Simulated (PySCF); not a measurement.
Harmonic spectrum computed at PBE0 in the def2-TZVP basis family (core potentials from Rb on, PySCF, no spin–orbit coupling):

```csv
ω (cm⁻¹),IR (km/mol)
850,110
868,82.7
1969,371
```

Problem. Which molecule gave it? In each, all ligands are bound to the one heavy central atom.
A. AlHF (doublet)
B. SiHF (singlet)
C. GaHF (doublet)
D. GeHF (singlet)

Solution. B. It has Cs symmetry with Si–F 1.612 Å, Si–H 1.541 Å.
